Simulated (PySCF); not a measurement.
B(OH)2(NH2) (BH4NO2), SMILES NB(O)O. Atoms are numbered in the order given.

```xyz
8

B      0.0000     0.0000    -0.0051
O      0.0000     1.2188    -0.6547
H      0.0000     1.1643    -1.6150
O      0.0000    -1.2188    -0.6547
H      0.0000    -1.1643    -1.6150
N      0.0000     0.0000     1.4054
H      0.0000    -0.8533     1.9460
H      0.0000     0.8533     1.9460
```
Charge 0, spin multiplicity 1.

Coordinates come from a B3LYP-D3(BJ)/def2-SVP optimisation. One conformer was computed; it need not be the lowest.

Calculation: PBE0/pcJ-1 (PySCF).

Isotropic couplings with Fermi-contact, spin-dipole and both spin-orbit terms, one fixed conformer, no vibrational averaging. Isotopes: 11B, 14N, 1H.

```tsv
pair	bonds apart	J (Hz)
B1–N6	1	…
N6–H7	1	60.5
N6–H8	1	60.5
B1–H3	2	…
B1–H5	2	…
B1–H7	2	2.5
B1–H8	2	2.5
H7–H8	2	-1.9
H3–N6	3	…
H5–N6	3	…
H3–H7	4	3.7
H5–H8	4	3.7
```

Task: Fill in the missing entries. (The exact figures need the calculation; the answer reports its results.)

Result: 
- B1–N6, J (Hz): 33.3
- B1–H3, J (Hz): -2.6
- B1–H5, J (Hz): -2.6
- H3–N6, J (Hz): 2.9
- H5–N6, J (Hz): 2.9
